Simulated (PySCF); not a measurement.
Te³⁴⁺: ionisation energy

Te³⁴⁺ [Ar] → Te³⁵⁺ [Ne] 3s2 3p5 [3p1/2^2 3p3/2^3, M_J = 3/2], as a difference of total energies. Calculation: PySCF 2.14, in an uncontracted even-tempered set (19 s from 6.2 bohr⁻², ratio 2.4; 14 p from 8.1 bohr⁻², ratio 2.4; 5 d from 33 bohr⁻², ratio 2.6; 4 f from 50 bohr⁻², ratio 2.6); the two-component X2C-1e Hamiltonian. Correlated levels: 1s2 frozen; the 56 highest virtual spinors dropped. "Screened" scales the spin-orbit matrix elements by Boettger's factors to mimic the two-electron term; Breit and QED terms are absent.

| method | ionisation energy (eV) |
| --- | --- |
| GHF (spin-free) | 2330.6 |
| GMP2 (spin-free) | 2331.5 |
| GHF (screened spin-orbit) | 2309.9 |
| GMP2 (screened spin-orbit) | 2310.7 |

Breit and QED terms and the two-electron picture change are absent.

The spin-free rows lack the spin-orbit shift.

For comparison: 2309 ± 5 eV (theoretical estimate listed by NIST; NIST Atomic Spectra Database, ionization energies).
